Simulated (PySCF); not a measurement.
# Electron correlation in Si²⁺ (silicon, charge +2)

[Ne] 3d2, high-spin 3F determinant (an excited configuration). Computed with PySCF 2.14 in aug-cc-pwCVDZ, with the non-relativistic Hamiltonian (point nucleus). Frozen: 1s2; 10 electrons correlated.

```
  level  correlation energy (mhartree)
   CCSD                        -130.32
    (T)                          -0.74
CCSD(T)                        -131.06
```

Diagnostics: T1 = 0.0022, D1 = 0.0037, largest double amplitude 0.033.

The outer electron is Rydberg-like, and this basis confines it to a smaller radius and binds it less than a complete one would.

Cost of the coupled-cluster step: about 0.9 core-seconds, for 10 correlated electrons.
